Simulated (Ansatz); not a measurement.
Basis-set extrapolation for CH₁₀AlNSi₂ (PBE0-D4/def2-TZVP geometry, frozen core, Ansatz 0.2.0). Multiplicity 1, RHF reference.

```json
{"": "HF", "def2-TZVPP": "-917.969795", "def2-QZVPP": "-917.999475"}
{"": "MP2 correlation", "def2-TZVPP": "-0.731405", "def2-QZVPP": "-0.782061"}
{"": "CCSD(T) correlation", "def2-TZVPP": "-0.834812", "def2-QZVPP": "not run"}
```

Energies in hartree. Use E(X) = E(∞) + A·exp(−7.88·√X) for Hartree–Fock and E(X) = E(∞) + B·X^(−2.97) for correlation, with X = 3 and 4, and add CCSD(T) minus MP2 of the smaller set to the MP2 limit.

**Question.** What is the CCSD(T) energy at the basis-set limit?

**Answer.** HF limit: -917.999475 + (-0.029680) × 0.13774 = -918.00356. MP2 limit: -0.782061 + (-0.050656) × 0.74074 = -0.81958. Higher-order term: -0.834812 − (-0.731405) = -0.10341. Total: -918.92655 hartree, 320.2 kJ/mol below CCSD(T)/def2-TZVPP.
